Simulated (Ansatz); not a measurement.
GaMe2H (C₂H₇Ga), relaxed as a singlet with RKS PBE-D4/def2-SVP in Ansatz, starting from the GFN2-xTB geometry. Force threshold 0.02 eV/Å.

Start:

```xyz
10

Ga    0.545    0.440   -0.171
C     0.495   -0.323    1.713
H     0.579   -1.414    1.692
H    -0.456   -0.086    2.200
H     1.302    0.065    2.339
C    -0.844    0.039   -1.602
H    -1.825    0.429   -1.312
H    -0.959   -1.042   -1.736
H    -0.585    0.474   -2.570
H     1.748    1.417   -0.552
```

Estimate the energy that the relaxation releases and the steps that it takes.

1.6 kcal/mol, in 5 steps; 3.6 s on 4 threads of Arm Neoverse V2 on a shared host. No frequencies were taken in this run, so the end may be a saddle point.

Does the start keep its bonding and symmetry?

By distances, no bond broke or formed. The bond that changes most is Ga1–C6, from 2.03 to 1.98 Å (atoms count from 1). Point group C2 at the start, C2 at the end, both within 0.05 Å.

Predict the relaxed structure.


```xyz
10

Ga    0.587    0.475   -0.185
C     0.467   -0.311    1.633
H     0.561   -1.416    1.569
H    -0.529   -0.104    2.078
H     1.248    0.065    2.321
C    -0.808    0.031   -1.525
H    -1.784    0.451   -1.198
H    -0.945   -1.068   -1.595
H    -0.582    0.427   -2.534
H     1.785    1.451   -0.564
```
Bond lengths: 2 × C–Ga 1.98 Å; 6 × C–H 1.11 Å; 1 × Ga–H 1.59 Å.
